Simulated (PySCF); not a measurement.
**Electronic absorption of C5H4ClF3**

Compound: C5H4ClF3.
SMILES: `FC1=CC[C@@H](F)[C@]1(F)Cl`

Method used: TDDFT CAM-B3LYP/def2-SVPD, vertical, gas phase, core orbitals frozen in the response in PySCF. One conformer (not necessarily the lowest) at the GFN2-xTB geometry, without solvent, vibrations or thermal averaging.

```csv
state,λ (nm),E (eV),f,"main configurations (H = HOMO, L = LUMO)"
S1,193.6,6.40,0.176,H→L (92%)
S2,182.1,6.81,0.014,H-1→L (88%)
S3,169.6,7.31,0.016,H-2→L (81%)
S4,162.3,7.64,0.023,"H→L+1 (71%), H→L+4 (10%)"
S5,161.3,7.68,0.013,"H→L+2 (67%), H→L+1 (10%)"
S6,154.8,8.01,0.013,"H-3→L (43%), H-4→L (17%), H-1→L+2 (8%)"
S7,150.9,8.22,0.049,"H→L+3 (50%), H-3→L (18%), H→L+4 (14%)"
S8,149.3,8.31,0.016,"H-4→L (27%), H-3→L (27%), H→L+3 (19%)"
```

Triplets (Tamm–Dancoff): T1 4.16 eV, H→L (80%); T2 6.22 eV, H-1→L (75%); T3 6.52 eV, H-2→L (60%).

The lowest singlet lies at 6.40 eV (194 nm, vacuum ultraviolet) and is strong; its leading configuration is HOMO→LUMO (92%). The lowest level is also the most intense of those listed (f = 0.176). Löwdin shares by element: HOMO carbon 59% or more, fluorine 12% or more, chlorine 11% (atoms not listed hold the other 18%); LUMO carbon 54% or more, chlorine 25% (atoms not listed hold the other 21%). Of the 8 states listed, 8 reach f = 0.01 and none stays under 0.0005. The listed states span 1.90 eV, and the widest gap between neighbours is 0.50 eV (S2 to S3). Weighted by f, the mean energy of these states is 7.05 eV. Singlets were solved by full linear response, triplets in the Tamm–Dancoff approximation.

Hardware: Arm Neoverse N1, one thread, no GPU, on a shared host. Cost: 91 s wall.
